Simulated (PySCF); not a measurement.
**Optical rotation: `C[C@@H]1C(=O)O[C@@H]1F`, C₄H₅FO₂**

Molfile (atoms numbered from 1):
```
C4H5FO2
     RDKit          3D

 12 12  0  0  0  0  0  0  0  0999 V2000
    1.2712    0.5782    0.3159 C   0  0  0  0  0  0  0  0  0  0  0  0
    0.2243   -0.2756   -0.3792 C   0  0  2  0  0  0  0  0  0  0  0  0
   -0.9370    0.4701   -1.0271 C   0  0  0  0  0  0  0  0  0  0  0  0
   -1.0873    1.2384   -1.9123 O   0  0  0  0  0  0  0  0  0  0  0  0
   -1.8768   -0.0956   -0.2036 O   0  0  0  0  0  0  0  0  0  0  0  0
   -0.9056   -0.8515    0.4992 C   0  0  2  0  0  0  0  0  0  0  0  0
   -0.8536   -0.4899    1.8017 F   0  0  0  0  0  0  0  0  0  0  0  0
    0.8004    1.2882    0.9915 H   0  0  0  0  0  0  0  0  0  0  0  0
    1.8432    1.1262   -0.4279 H   0  0  0  0  0  0  0  0  0  0  0  0
    1.9450   -0.0525    0.8910 H   0  0  0  0  0  0  0  0  0  0  0  0
    0.6863   -1.0093   -1.0412 H   0  0  0  0  0  0  0  0  0  0  0  0
   -1.1091   -1.9274    0.4661 H   0  0  0  0  0  0  0  0  0  0  0  0
  1  2  1  0
  2  3  1  0
  3  4  2  0
  3  5  1  0
  5  6  1  0
  6  7  1  0
  6  2  1  0
  1  8  1  0
  1  9  1  0
  1 10  1  0
  2 11  1  6
  6 12  1  1
M  END
```

Computed with TDDFT CAM-B3LYP/aug-cc-pVDZ circular dichroism and optical rotation, one conformer, gas phase in PySCF. Geometry: GFN2-xTB.

Stereocentres: C2 R, C6 R.

Problem. Give the optical rotatory dispersion at 633, 589.3, 546, 436, 405, 365, 355 nm.

Solution. [α] in deg dm⁻¹ (g/mL)⁻¹:
```tsv
λ (nm)	origin-invariant length gauge	modified velocity gauge	length gauge (centre of mass)	isotropic polarisability (au)
633	+14.7	+10.9	+14.9	53.7
589.3	+17.1	+12.6	+17.3	53.9
546	+20.0	+14.8	+20.3	54.0
436	+32.2	+23.8	+32.7	54.8
405	+37.9	+28.0	+38.4	55.1
365	+48.2	+35.7	+48.8	55.7
355	+51.6	+38.2	+52.2	55.9
```

Problem. And for the mirror image at 589.3 nm?

Solution. -17.1 deg dm⁻¹ (g/mL)⁻¹ (origin-invariant length gauge): the same size and the opposite sign.

Problem. What is the molar rotation [Φ] = [α]·M/100 of the geometry above at 589.3 nm?

Solution. With M = 104.08 g/mol, +17.8 deg cm² dmol⁻¹ (origin-invariant length gauge).

The first excitation lies at 5.89 eV (211 nm) with R = +1.7 × 10⁻⁴⁰ esu² cm² (velocity form).
